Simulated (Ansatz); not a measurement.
`[SiH3][O][Mg][N]([SiH3])[SiH3]` + `C[AsH]C` → `C[As](C)[SiH3]` + `[OH][Mg][N]([SiH3])[SiH3]`  (ligand exchange at the Si–O bond)

Isolated molecules relaxed with PBE0-D4/def2-TZVP in Ansatz; ΔE leaves out vibrations. CCSD(T)/CBS is the MP2 limit (def2-TZVPP, def2-QZVPP) plus CCSD(T) − MP2 in def2-TZVPP, frozen cores. DFT in def2-TZVPP. For As, Mg outer-core shells are correlated without core-valence functions, which leaves a few kJ/mol of doubt a bond. Scalar relativity is left out up to krypton. Each species was taken in one conformer, which may not be the lowest.

Is it downhill or uphill in electronic energy at CCSD(T)/CBS, and by how much? (Best estimate.)

Computed: Uphill: ΔE = +96.7 kJ/mol.

What do these levels give: revPBE, r2SCAN, RPA@PBE/def2-TZVPP, MP2/def2-TZVPP, SCS-MP2/def2-QZVPP, MP2/CBS(def2)? (Estimate.)

The calculation gave: revPBE 79.6, r2SCAN 91.3, RPA@PBE/def2-TZVPP 101.5, MP2/def2-TZVPP 94.5, SCS-MP2/def2-QZVPP 104.2, MP2/CBS(def2) 94.4 kJ/mol.

Largest T1 diagnostic among the species: 0.011.

The D4 term adds −7.8 kJ/mol with B3LYP and −4.3 kJ/mol with PBE0; it sums over pairs of atoms, weighted by their polarisabilities, and B3LYP, whose exchange is more repulsive, gets the larger term. In def2-TZVPP, CCSD(T) changes the Hartree–Fock value by −28.2 kJ/mol (the triples alone add −4.3 kJ/mol) and MP2 by −30.5 kJ/mol.

B3LYP here is the variant with VWN-RPA as its local correlation; programs differ in this.
